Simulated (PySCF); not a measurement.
C3H3ClF2, SMILES F[C@H]1[C@@H]([C@H]1F)Cl. Atoms are numbered in the order given.

```xyz
9

F     -1.6396    -0.2049     1.4106
C     -0.6369     0.4408     0.7569
C     -0.6369     0.4408    -0.7569
F     -1.6396    -0.2049    -1.4106
C      0.3593    -0.4008     0.0000
Cl     2.0840    -0.0242     0.0000
H     -0.2818     1.3483     1.2778
H     -0.2818     1.3483    -1.2778
H      0.1332    -1.4806     0.0000
```
Charge 0, spin multiplicity 1.

The structure is a stationary point at PBE-D3(BJ)/def2-SVP. The structure was generated by enumeration; whether it is a known compound was not checked.

Level of theory: PBE-D3(BJ)/def2-SVP run with PySCF.

Frequencies are harmonic and unscaled.

```json
[
 {"mode": "1", "ν (cm⁻¹)": "168", "IR (km/mol)": "3.0", "moving atoms (share of kinetic energy)": "F 84 %, C 10 %"},
 {"mode": "2", "ν (cm⁻¹)": "206", "IR (km/mol)": "2.4", "moving atoms (share of kinetic energy)": "C 35 %, F 32 %, Cl 25 %"},
 {"mode": "3", "ν (cm⁻¹)": "232", "IR (km/mol)": "10.3", "moving atoms (share of kinetic energy)": "C 47 %, F 23 %, Cl 18 %, H 12 %"},
 {"mode": "4", "ν (cm⁻¹)": "308", "IR (km/mol)": "1.5", "moving atoms (share of kinetic energy)": "F 40 %, C 33 %, H 27 %"},
 {"mode": "5", "ν (cm⁻¹)": "369", "IR (km/mol)": "1.3", "moving atoms (share of kinetic energy)": "Cl 47 %, F 37 %, C 13 %"},
 {"mode": "6", "ν (cm⁻¹)": "637", "IR (km/mol)": "24.8", "moving atoms (share of kinetic energy)": "C 56 %, F 35 %, H 9 %"},
 {"mode": "7", "ν (cm⁻¹)": "789", "IR (km/mol)": "1.7", "moving atoms (share of kinetic energy)": "C 51 %, H 35 %, Cl 10 %"},
 {"mode": "8", "ν (cm⁻¹)": "822", "IR (km/mol)": "76.1", "moving atoms (share of kinetic energy)": "C 66 %, F 17 %, H 14 %"},
 {"mode": "9", "ν (cm⁻¹)": "891", "IR (km/mol)": "0.0", "moving atoms (share of kinetic energy)": "C 73 %, H 22 %"},
 {"mode": "10", "ν (cm⁻¹)": "977", "IR (km/mol)": "0.9", "moving atoms (share of kinetic energy)": "H 69 %, C 27 %"},
 {"mode": "11", "ν (cm⁻¹)": "1001", "IR (km/mol)": "5.2", "moving atoms (share of kinetic energy)": "H 53 %, C 45 %"},
 {"mode": "12", "ν (cm⁻¹)": "1045", "IR (km/mol)": "2.6", "moving atoms (share of kinetic energy)": "H 65 %, C 34 %"},
 {"mode": "13", "ν (cm⁻¹)": "1101", "IR (km/mol)": "51.4", "moving atoms (share of kinetic energy)": "C 67 %, H 20 %, F 13 %"},
 {"mode": "14", "ν (cm⁻¹)": "1142", "IR (km/mol)": "41.6", "moving atoms (share of kinetic energy)": "H 38 %, C 37 %, F 25 %"},
 {"mode": "15", "ν (cm⁻¹)": "1159", "IR (km/mol)": "57.9", "moving atoms (share of kinetic energy)": "H 71 %, C 24 %"},
 {"mode": "16", "ν (cm⁻¹)": "1221", "IR (km/mol)": "11.7", "moving atoms (share of kinetic energy)": "H 75 %, C 14 %, F 10 %"},
 {"mode": "17", "ν (cm⁻¹)": "1313", "IR (km/mol)": "34.2", "moving atoms (share of kinetic energy)": "H 58 %, C 39 %"},
 {"mode": "18", "ν (cm⁻¹)": "1436", "IR (km/mol)": "32.9", "moving atoms (share of kinetic energy)": "C 75 %, H 22 %"},
 {"mode": "19", "ν (cm⁻¹)": "3077", "IR (km/mol)": "0.6", "moving atoms (share of kinetic energy)": "H 92 %, C 8 %"},
 {"mode": "20", "ν (cm⁻¹)": "3084", "IR (km/mol)": "11.5", "moving atoms (share of kinetic energy)": "H 91 %, C 9 %"},
 {"mode": "21", "ν (cm⁻¹)": "3107", "IR (km/mol)": "4.9", "moving atoms (share of kinetic energy)": "H 92 %, C 8 %"}
]
```
